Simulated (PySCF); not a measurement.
Isomers C6H10FNSi2:

A. SMILES [SiH3]N[SiH2]c1cccc(F)c1
B. `C=C/C(=C/[C@H]([SiH3])C#N)[SiH2]F`
C. `c1ccc(F)cc1N([SiH3])[SiH3]`
D. SMILES C([C@H]1C[Si@@H](C(=C)C)[Si@H]1F)#N

Spectrum 1. $^{13}$C{$^{1}$H} NMR (computed): δ 149.9 (C), 137.8 (CH2), 125.1 (C), 28.2 (CH3), 21.2 (CH), 15.8 (CH2).

Spectrum 2. $^{13}$C{$^{1}$H} NMR (computed): δ 156.0 (CH), 149.4 (CH), 137.9 (C), 124.1 (C), 120.2 (CH2), 17.4 (CH).

Spectrum 3. $^{13}$C{$^{1}$H} NMR (computed): δ 172.3 (C), 143.7 (C), 135.3 (CH), 134.7 (CH), 127.7 (CH), 123.3 (CH).

Spectrum 4. $^{13}$C{$^{1}$H} NMR (computed): δ 173.4 (C), 159.5 (C), 135.4 (CH), 120.1 (CH), 112.7 (CH), 112.2 (CH).

[PySCF: PBE0/pcSseg-1 with gauge-including orbitals; structure optimised with GFN2-xTB; rapidly exchanging positions averaged; gas phase; non-relativistic; one computed conformer]

References, each an isolated molecule treated in the same way: TMS for $^{13}$C (186.93 ppm). Splittings of carbon signals by F and P are missing where no couplings were computed. Shifts are as computed. Against solution values, carbons near 30 ppm lie about +3 ppm off and those near 130 ppm about +5 ppm. Of 1309 compounds with measured shifts, 239 miss one by over three times the rms of a fit or turn the order of signals round; such compounds aren't used in these exercises.

Task: Which spectrum belongs to which compound?

Result: 1–D, 2–B, 3–A, 4–C.

- Spectrum 1 (D): 6 $^{13}$C signals; δC 149.9 is a fully substituted alkene carbon; δC 137.8 is a terminal =CH2 carbon.
- Spectrum 2 (B): 6 $^{13}$C signals; δC 156.0 is an alkene CH; δC 149.4 is an alkene CH.
- Spectrum 3 (A): 6 $^{13}$C signals; δC 172.3 is an aromatic carbon bearing fluorine; δC 135.3 is an aromatic CH.
- Spectrum 4 (C): 6 $^{13}$C signals; δC 173.4 is an aromatic carbon bearing fluorine; δC 159.5 is an aromatic carbon bearing nitrogen.
